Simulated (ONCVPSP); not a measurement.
## Transferability test, ONCV potential for Mg

ONCVPSP 4.0.1 input, shortened (lines: element, Z, core and valence counts, functional; n l f; lmax; l rc ep ncon nbas qcut; lloc lpopt rc5 dvloc0; l nproj debl; icmod fcfact rcfact), LDA (Perdew-Wang 92), scalar-relativistic:

```
  Mg 12.00    1    3  -001012      upf
    1    0    2.00
    2    0    2.00
    2    1    6.00
    3    0    0.50
    2
    0    1.20    0.00    4    8    8.30
    1    0.70    0.00    3    6   20.60
    2    1.25    0.35    5    9    9.10
    4    3    0.55    6.00
    0    2    0.50
    1    2    3.00
    2    2    3.50
    3    5.00    1.20
```

Energies are relative to the spin-unpolarised reference configuration 2s2 2p6 3s0.5; without spin polarisation the order of configurations can differ from experiment.

(1) Give the all-electron excitation energy and the error of the potential for: 2s2 2p6 3s2; 2s2 2p6 3s1; 2s2 2p6 3s0; 2s2 2p6 3s0 3p1.

Levels in the configuration 2s2 2p6 3s0:

```csv
level,all-electron (eV),pseudo (eV)
2s,-99.458,-99.464
2p,-66.838,-66.847
```

Results:

(1)

```json
{"valence configuration": "2s2 2p6 3s2", "charge": "0", "ΔE all-electron (eV)": "-14.729", "error AE − PS (meV)": "0.0"}
{"valence configuration": "2s2 2p6 3s1", "charge": "+1", "ΔE all-electron (eV)": "-6.661", "error AE − PS (meV)": "0.0"}
{"valence configuration": "2s2 2p6 3s0", "charge": "+2", "ΔE all-electron (eV)": "8.383", "error AE − PS (meV)": "-0.1"}
{"valence configuration": "2s2 2p6 3s0 3p1", "charge": "+1", "ΔE all-electron (eV)": "-2.271", "error AE − PS (meV)": "+0.3"}
```
